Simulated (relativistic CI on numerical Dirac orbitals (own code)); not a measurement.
## Xe XXIX: q coefficients and field-shift factors

Calculated at this level of theory: Dirac-Coulomb-Breit CI, KLI orbitals optimised for each configuration, derivatives by finite differences, unscaled Slater integrals, QED left out (own radial code, finite nucleus).

Configuration list (outside the closed core [Ne]): 3s2.3p6.3d8, 3s2.3p5.3d9, 3s2.3p4.3d10, 3s.3p6.3d9, 3p6.3d10, 3s.3p5.3d10, 3s2.3p6.3d7.4s, 3s2.3p6.3d7.4p. Levels of other configurations are missing.

With x = (α/α₀)² − 1 an excitation energy changes as ω = ω₀ + qx; K = 2q/ω₀ is the relative enhancement. Terms are leading LS components, so labels can repeat. The field-shift factor is F = δν/δ⟨r²⟩ for the transition from the lowest level.

Lowest level 3s2.3p6.3d8 3F_4.

```tsv
Level	ω₀ (cm⁻¹)	q (cm⁻¹)	K	F (GHz/fm²)
3s2.3p6.3d8 1D_2	47061	601.4	0.0256	0.0112
3s2.3p6.3d8 3F_3	101407	107100	2.11	1.04
3s2.3p6.3d8 3P_0	130216	22420	0.344	0.435
3s2.3p6.3d8 3P_2	146790	112300	1.53	1.17
3s2.3p6.3d8 3P_1	175381	109800	1.25	1.21
3s2.3p6.3d8 1G_4	187626	100300	1.07	1.19
3s2.3p6.3d8 1D_2	240590	210400	1.75	2.04
3s2.3p6.3d8 1S_0	376262	198700	1.06	2.25
3s2.3p5.3d9 3F°_4	1968690	144700	0.147	6.26
3s2.3p5.3d9 1D°_2	2015552	157700	0.156	6.21
3s2.3p5.3d9 3D°_3	2086210	183400	0.176	6.69
3s2.3p5.3d9 3P°_1	2149054	181300	0.169	5.52
3s2.3p5.3d9 3D°_2	2163098	251200	0.232	7.2
3s2.3p5.3d9 3P°_0	2191102	260200	0.237	7.07
3s2.3p5.3d9 3F°_3	2211094	263200	0.238	5.5
3s2.3p5.3d9 3D°_1	2220138	238000	0.214	6.36
3s2.3p5.3d9 3P°_2	2601908	736000	0.566	-14.1
3s2.3p5.3d9 3F°_2	2619559	839700	0.641	-12.6
3s2.3p5.3d9 1F°_3	2672481	695500	0.521	-11.8
3s2.3p5.3d9 1P°_1	2792373	844900	0.605	-14.1
3s.3p6.3d9 3D_3	3729504	839200	0.45	-783
3s.3p6.3d9 3D_2	3755655	830500	0.442	-752
3s.3p6.3d9 3D_1	3841639	951400	0.495	-783
```

At this charge energies of transitions that change n are usually good to better than 1 %, and those within a shell (Δn = 0) to a few per cent. Terms inside the open d or f shell come out 10 to 20 % too wide with unscaled integrals.
